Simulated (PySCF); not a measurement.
**Radial density of S²⁺ (sulfur, charge +2)**

UHF, [Ne] 3s2 3p2, high-spin 3P determinant. All numbers are calculated (PySCF 2.14, no relativity, point nucleus, in def2-TZVP (5s5p2d1f, 37 functions)).

| r (bohr) | 4πr²ρ (e/bohr) | 4πr²(ρα − ρβ) |
| --- | --- | --- |
| 0.00184 | 0.1068 | 0.0000 |
| 0.00309 | 0.2914 | 0.0000 |
| 0.00520 | 0.7682 | 0.0001 |
| 0.00875 | 1.944 | 0.0002 |
| 0.0147 | 4.542 | 0.0005 |
| 0.0248 | 9.351 | 0.0017 |
| 0.0416 | 15.52 | 0.0068 |
| 0.0700 | 18.29 | 0.0293 |
| 0.118 | 14.03 | 0.1096 |
| 0.198 | 12.71 | 0.2634 |
| 0.333 | 17.70 | 0.2558 |
| 0.561 | 10.42 | -0.0151 |
| 0.943 | 2.820 | 0.5891 |
| 1.59 | 2.757 | 1.3220 |
| 2.67 | 0.6320 | 0.3851 |
| 4.49 | 0.01314 | 0.0087 |
| 7.55 | 1.474e-05 | 0.0000 |

Task: Where is the radial spin density 4πr²(ρα − ρβ) most negative, and why is it negative at all?

Result: Around r = 0.561 bohr, down to -0.0151 e/bohr: exchange with the open shell polarises the paired shells in an unrestricted calculation.
